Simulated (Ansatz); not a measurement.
Frontier orbitals of CH3FOSW (`[CH3][W](=[O])([F])=[S]`).

```xyz
8

C    -0.7284   -0.8145    0.1726
W     0.6937    0.7013   -0.0780
O     0.3473    1.7859    1.1729
F     2.4059   -0.0074   -0.0042
S     0.2011    1.5942   -1.9428
H    -1.7449   -0.4171    0.1729
H    -0.5400   -1.2949    1.1397
H    -0.6347   -1.5475   -0.6332
```

Total charge 0; spin multiplicity 1. Correlated methods include outer-core shells of W, which these sets cover unevenly. W takes the def2 core potential. Geometry: relaxed with PBE0-D4/def2-TZVP. Basis def2-TZVPP, the Gaussian-basis code of Ansatz.

Orbital energies of one run (eV). Highest occupied ones, from the top: -10.49, -11.11, -12.22, -12.85, -13.74, -14.01, -14.62, -15.30, -15.71, -16.51, -16.61, -17.36, -22.51, -23.59. Empty: -0.72, -0.14, 1.25, 1.65, 1.86, 1.92.

Task: Which functional gave them?
A. r2SCANh
B. LC-ωPBE
C. r2SCAN
D. r2SCAN0

Result: B. HOMO energies: LC-ωPBE -10.49, r2SCAN0 -8.10, r2SCAN -6.96, r2SCANh -7.42 eV.

LC-ωPBE has ω = 0.4 bohr⁻¹.
